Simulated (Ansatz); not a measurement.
Basis-set extrapolation for `NC(F)([SiH3])[SiH3]` (PBE0-D4/def2-TZVP geometry, frozen core, the Gaussian-basis code of Ansatz). Multiplicity 1, RHF reference.

```tsv
	def2-TZVPP	def2-QZVPP
HF	-774.358709	-774.385585
MP2 correlation	-0.890765	-0.960399
CCSD(T) correlation	-0.980370	not run
```

Energies in hartree. Use E(X) = E(∞) + A·exp(−7.88·√X) for Hartree–Fock and E(X) = E(∞) + B·X^(−2.97) for correlation, with X = 3 and 4, and add CCSD(T) minus MP2 of the smaller set to the MP2 limit.

**Question.** What is the CCSD(T) energy at the basis-set limit?

**Answer.** HF limit: -774.385585 + (-0.026876) × 0.13774 = -774.38929. MP2 limit: -0.960399 + (-0.069634) × 0.74074 = -1.01198. Higher-order term: -0.980370 − (-0.890765) = -0.08960. Total: -775.49087 hartree, 4.13 eV below CCSD(T)/def2-TZVPP.
